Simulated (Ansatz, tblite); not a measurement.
Cost and result up the ladder for the cluster HAu₂⁺ (3 atoms). The state is a singlet with charge 1. Geometry: PBE-D4/def2-TZVP.

```xyz
3

Au    0.6717   -0.8992   -0.7659
Au   -0.5822    0.3069    1.1887
H    -0.0895    0.5923   -0.4228
```

Ansatz on 4 threads of Arm Neoverse V1 on a shared host; xTB runs through tblite on one thread. Times are rough, summed over both states, and most runs start from the orbitals of an earlier one. CCSD(T)/def2-TZVPP serves as the yardstick here, not as an exact answer. The other state is a triplet at its own geometry.

In the def2 sets Au takes a core potential; there is no spin–orbit coupling. The xTB rows come from tblite. Correlated methods freeze no core orbitals; core or outer-core shells of Au are correlated, in sets that lack core-valence functions. The structure comes from a short search, and lower isomers may exist.

xTB has no spin-polarisation term.

```csv
level,functions,wall time,triplet − singlet (eV),difference from CCSD(T)/def2-TZVPP (eV)
GFN2-xTB,19,0.004 s,3.29,0.71
GFN1-xTB,20,0.005 s,1.43,-1.16
MP2/def2-TZVP,86,1.2 s,3.05,0.47
PBE-D4/def2-TZVP,86,1.9 s,1.91,-0.68
revPBE-D4/def2-TZVP,86,1.9 s,1.81,-0.77
RPA@PBE/def2-TZVP,86,3.2 s,1.88,-0.71
PBE0-D4/def2-TZVP (with forces),86,3.6 s,2.17,-0.42
r2SCAN-D4/def2-TZVP,86,3.9 s,1.99,-0.59
r2SCANh-D4/def2-TZVP,86,4.1 s,2.08,-0.51
r2SCAN0-D4/def2-TZVP,86,4.7 s,2.21,-0.38
PBE-QIDH/def2-TZVP,86,5.7 s,2.60,0.01
B97M-V/def2-TZVP,86,7.1 s,2.05,-0.54
CCSD(T)/def2-TZVPP,126,52 s,2.59,0.00
```
